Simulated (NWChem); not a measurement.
Molecule: C$_{2}$H$_{3}$Cl$_{2}$F; SMILES FC(C)(Cl)Cl

Program: NWChem. Medium grid unless said otherwise, to which SCAN and Minnesota functionals are sensitive. All runs use the structure optimised with PBE0/def2-SVP.

For level LDA (Slater exchange, VWN5)/def2-TZVPD:

```
Property                     Result
---------------------------  ------
highest occupied level (eV)   -7.61
orbital gap (eV)               5.82
```

Problem. Estimate the same quantities for level r2SCAN/def2-TZVPD.

Solution. 
- highest occupied level (eV) = -7.81
- orbital gap (eV) = 6.46
